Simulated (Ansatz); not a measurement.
Start from `FC1[SiH2]S1` and change one atom or group to get `SC1[SiH2]S1`.

Ansatz, PBE0-D4/def2-TZVP geometries, multiplicity 1. Each molecule was computed in one conformer, which needn't be the lowest.

```
                                          property  `FC1[SiH2]S1`
                 LUMO energy (PBE/def2-TZVPP) / eV          -1.54
size of the dipole moment (ωB97M-V/def2-TZVPP) / D           2.20
           HOMO–LUMO gap (ωB97M-V/def2-TZVPP) / eV          10.74
    zero-point energy (PBE0-D4/def2-TZVP) / kJ/mol           98.2
                 HOMO energy (PBE/def2-TZVPP) / eV          -6.32
               HOMO energy (B3LYP/def2-TZVPP) / eV          -7.27
```

Question: Give the same properties after the change, and the shifts. (Estimate.)

Answer: Computed: 
```tsv
property	`SC1[SiH2]S1`	shift
LUMO energy (PBE/def2-TZVPP) / eV	-1.49	0.05
size of the dipole moment (ωB97M-V/def2-TZVPP) / D	1.31	-0.89
HOMO–LUMO gap (ωB97M-V/def2-TZVPP) / eV	10.22	-0.52
zero-point energy (PBE0-D4/def2-TZVP) / kJ/mol	117.3	19.1
HOMO energy (PBE/def2-TZVPP) / eV	-5.79	0.53
HOMO energy (B3LYP/def2-TZVPP) / eV	-6.72	0.55
```

With PBE0 the HOMO rises by 0.55 eV and the LUMO rises by 0.06 eV, so the gap narrows by about 0.49 eV. PBE moves the HOMO by 0.53 eV and ωB97M-V by 0.56 eV. The zero-point energy changes by 19.1 kJ/mol with +3 modes. Dipoles are sizes alone; their direction can turn.

B3LYP here is the variant with VWN-RPA as its local correlation; programs differ in this.
